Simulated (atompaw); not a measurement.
**neodymium (Nd): one change to a PAW (atompaw) potential, before and after**

atompaw 4.2.0.5 input, output lines left out:

```
Nd 60
GGA-PBE scalarrelativistic loggrid 2001 logderivrange -6 5 276
6 6 5 4 0 0
6 0 0
6 1 0
5 2 0
4 3 4
0 0 0
c
c
c
c
v
v
c
c
c
v
v
c
c
v
v
3
2.60 2.15 1.85 1.50
n
n
y
-0.55
n
y
0.75
n
custom polynom2 7 10 vanderbiltortho sinc
4 -0.5 troulliermartins
2.60
2.25
1.90
2.60
2.60
2.60
1.35
1.35
```

All-electron outer shells of the reference configuration (PBE, scalar-relativistic, ld1.x):

| shell | level (eV) | outermost node (bohr) | outermost maximum (bohr) |
| --- | --- | --- | --- |
| 4p | -238.78 | 0.32 | 0.59 |
| 4d | -129.51 | 0.29 | 0.62 |
| 5s | -53.43 | 0.72 | 1.32 |
| 5p | -34.98 | 0.77 | 1.50 |
| 4f | -14.57 | – | 0.67 |
| 5d | -13.57 | 0.88 | 2.10 |
| 6s | -13.39 | 1.75 | 3.34 |
| 6p | -9.62 | 2.06 | 4.03 |

Change: local potential troulliermartins scheme with l = 4 at -0.5 Ry, radius 1.04 bohr.

Cutoffs: the cutoffs (Ry, on a coarse ladder) from which the occupation-weighted sum of valence levels, in a spherical-Bessel basis at the reference potential, stays within 10 and 1 mRy of its value at 400 Ry; they do not see the model core or the augmentation charge, which bear on the density cutoff.

**Question.** What does the change do?

**Answer.** The bound ghosts move from s to d, p, s; the range in which the s phases agree narrows (upper end at the end of the scan → 0.3). A state that the projectors do not describe sees the local part alone, so a deeper or shallower local part can create or remove a ghost.

| quantity | base | changed |
| --- | --- | --- |
| bound ghosts | s | s, p, d |
| s: phases at 2.61 bohr within 0.05 rad from the reference energy up to (Ry; the scan ends near 5) | to the end of the scan | 0.3 |
| p: phases at 2.61 bohr within 0.05 rad from the reference energy up to (Ry; the scan ends near 5) | 0.0 | 0.7 |
| d: phases at 2.61 bohr within 0.05 rad from the reference energy up to (Ry; the scan ends near 5) | 2.6 | n/a |
| f: phases at 2.61 bohr within 0.05 rad from the reference energy up to (Ry; the scan ends near 5) | to the end of the scan | to the end of the scan |
| lowest overlap eigenvalue by channel | s 0.60, p 0.30, d 0.90, f 0.93 | s 0.61, p 0.13, d 0.90, f 0.93 |

 A true bound ghost makes a file unfit for plane-wave use even where its test errors are small: the radial tests pick states by their node count and pass the ghost by. The cutoffs see the waves, projectors and local potential, not the compensation charge or the core.
